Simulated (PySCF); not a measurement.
Excitation energy of I by level of theory

I [Kr] 4d10 5s2 5p5 (2P) → I [Kr] 4d10 5s2 5p4 5d1 (high-spin determinant), as a difference of total energies. All numbers are calculated (PySCF 2.14, scalar relativity through the core potential, in aug-cc-pwCVDZ-PP with ECP28MDF). Correlated levels: valence: 4s2 4p6 4d10 frozen; valence and next inner shell: nothing frozen outside the core potential. The calculations carry no spin-orbit coupling.

| method | excitation energy (eV) |
| --- | --- |
| UHF | 8.837 |
| LDA | 9.366 |
| PBE | 9.045 |
| PBE0 | 9.137 |
| r2SCAN | 9.208 |
| wB97X-V | 9.629 |
| BLYP | 9.250 |
| M06 | 9.207 |
| MN15 | 9.265 |
| MP2 (valence) | 9.475 |
| SCS-MP2 (valence) | 9.471 |
| MP2 (valence and next inner shell) | 9.730 |
| SCS-MP2 (valence and next inner shell) | 9.654 |

**Question.** How much does correlation contribute at MP2 (valence and next inner shell)?

**Answer.** 9.730 − (8.837) = 0.893 eV, measured against UHF.

The promoted electron is Rydberg-like, and one or two diffuse shells describe it only roughly, which tends to raise the upper state.

In the upper state the promoted electron has a positive orbital energy at LDA, PBE, PBE0, r2SCAN, BLYP, M06, MN15, so the basis confines it.

The determinant of the upper state mixes LS terms, which raises its energy above the lowest term, most at the Hartree-Fock and MP2 levels.
